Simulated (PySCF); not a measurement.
CH7AlO2Si, SMILES C[O][AlH][O][SiH3]. Atoms are numbered in the order given.

```xyz
12

Al    -0.6833     0.6653     0.8219
H     -1.1974     1.0622     2.2429
O     -1.2823     1.5195    -0.5083
C     -1.1633     1.5670    -1.8994
H     -0.8030     2.5600    -2.2243
H     -0.4618     0.8083    -2.2958
H     -2.1452     1.3997    -2.3782
O      0.4446    -0.5865     0.6084
Si     1.5375    -1.7776     0.2867
H      0.9701    -3.1109     0.6444
H      2.7871    -1.5609     1.0734
H      1.8893    -1.7876    -1.1651
```
Charge 0, spin multiplicity 1.

Geometry optimised at B3LYP-D3(BJ)/def2-SVP. One conformer was computed; it need not be the lowest.

These are ωB97X/def2-TZVP in PySCF values and carry that method's errors.

Atomic charges (e):

```
atom  Mulliken    IAO  Löwdin
----  --------  -----  ------
Al1       0.53   1.16    0.10
H2       -0.10  -0.22   -0.11
O3       -0.37  -0.68    0.07
C4       -0.15  -0.17   -0.36
H5        0.11   0.13    0.10
H6        0.10   0.12    0.10
H7        0.11   0.13    0.10
O8       -0.36  -0.92   -0.01
Si9       0.31   0.93    0.16
H10      -0.06  -0.16   -0.05
H11      -0.05  -0.16   -0.05
H12      -0.06  -0.17   -0.05
```
